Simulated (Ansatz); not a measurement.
Program: Ansatz. Geometries: PBE0-D4/def2-TZVP. ΔE: electronic, gas phase. CCSD(T)/CBS is the MP2 limit (def2-TZVPP, def2-QZVPP) plus CCSD(T) − MP2 in def2-TZVPP, frozen cores. This one scheme is used for every species. DFT in def2-TZVPP. B3LYP here is the variant with VWN-RPA as its local correlation; programs differ in this. def2 core potentials past Kr. For Sb outer-core shells are correlated without core-valence functions, which leaves a few kJ/mol of doubt a bond.

Reaction (ligand exchange at the Sb–N bond): `C=[N][SbH2]` + NH₃ → `[NH2][SbH2]` + `C=N`

Q: Is it downhill or uphill in electronic energy at CCSD(T)/CBS, and by how much? (An estimate is asked.)

A: The calculation gave: Uphill: ΔE = +5.7 kJ/mol.

Q: What do these levels give: ωB97M-V, PBE, B3LYP, LC-ωPBE, MP2/def2-SVP, CCSD(T)/def2-SVP? (An estimate is asked.)

A: Ansatz gave: ωB97M-V 2.9, PBE 7.1, B3LYP 4.2, LC-ωPBE -0.2, MP2/def2-SVP 5.6, CCSD(T)/def2-SVP 2.9 kJ/mol.

Q: What do rigid-rotor, harmonic-oscillator terms from PBE0-D4/def2-TZVP frequencies (298.15 K, 1 bar) make of the CCSD(T)/CBS value? (Estimate.)

A: Ansatz gave: ΔZPE = +3.2 kJ/mol, ΔH = +7.3 kJ/mol, ΔS = 13 J/(mol·K), ΔG = +3.4 kJ/mol.

Largest T1 diagnostic among the species: 0.015.

The D4 term adds +3.6 kJ/mol with B3LYP and +2.0 kJ/mol with PBE0; it sums over pairs of atoms, weighted by their polarisabilities, and B3LYP, whose exchange is more repulsive, gets the larger term. From BLYP to BHLYP (50 % exact exchange), in def2-TZVPP and without D4, ΔE moves by −5.5 kJ/mol. In def2-TZVPP, CCSD(T) changes the Hartree–Fock value by +9.1 kJ/mol (the triples alone add +2.5 kJ/mol) and MP2 by +12.9 kJ/mol.
